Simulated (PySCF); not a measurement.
GaFBr2, SMILES [Ga]([Br])([F])[Br].

The structure is a stationary point at ωB97X-D3(BJ)/def2-SVP. The structure was generated by enumeration; whether it is a known compound was not checked.

The numbers are results of M06-2X/def2-TZVP in PySCF, not measurements.

Symmetry labels are those of the subgroup C2v that the program uses (full group C2v).

Q: List the valence orbital energies around the gap with their symmetry. (Estimate from the structure and the level; the computed values follow.)

A: 
```json
[
 {"orbital": "HOMO−7", "symmetry": "B2", "energy (eV)": "-13.93"},
 {"orbital": "HOMO−6", "symmetry": "B1", "energy (eV)": "-13.83"},
 {"orbital": "HOMO−5", "symmetry": "A1", "energy (eV)": "-13.11"},
 {"orbital": "HOMO−4", "symmetry": "B2", "energy (eV)": "-11.60"},
 {"orbital": "HOMO−3", "symmetry": "B1", "energy (eV)": "-10.87"},
 {"orbital": "HOMO−2", "symmetry": "A1", "energy (eV)": "-10.64"},
 {"orbital": "HOMO−1", "symmetry": "A2", "energy (eV)": "-10.42"},
 {"orbital": "HOMO", "symmetry": "B2", "energy (eV)": "-10.25"},
 {"orbital": "LUMO", "symmetry": "A1", "energy (eV)": "-1.25"},
 {"orbital": "LUMO+1", "symmetry": "B1", "energy (eV)": "-0.98"},
 {"orbital": "LUMO+2", "symmetry": "A1", "energy (eV)": "1.91"},
 {"orbital": "LUMO+3", "symmetry": "B2", "energy (eV)": "2.49"}
]
```
